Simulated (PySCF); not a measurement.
ClCu, charge +1, doublet, at a GFN2-xTB geometry (such geometries of metal compounds can be far from the true shape) (the multiplicity is a formal guess).

Input for PySCF:
```python
from pyscf import gto, scf, dft

mol = gto.M(
    atom='''
Cu   -0.00000000   -0.00000000   -0.80004762
Cl    0.00000000    0.00000000    1.36478711
''',
    basis='aug-cc-pvdz',
    charge=1,
    spin=1,
    verbose=4,
)

mf = dft.UKS(mol)
mf.xc = 'bp86'
mf.kernel()
```

What does this run give for the HOMO energy, <S^2>, number of basis functions, Mulliken (on the basis functions themselves) charges in atom order, nuclear repulsion energy?


The HOMO energy comes out as -13.93 eV and the <S^2> comes out as 0.752. The number of basis functions is 86, the Mulliken (on the basis functions themselves) charges in atom order is Cu1 0.75, Cl2 0.25 and the nuclear repulsion energy comes out as 120.5101 Eh.

These values belong to the state on which the SCF converged, which isn't shown to be the lowest.
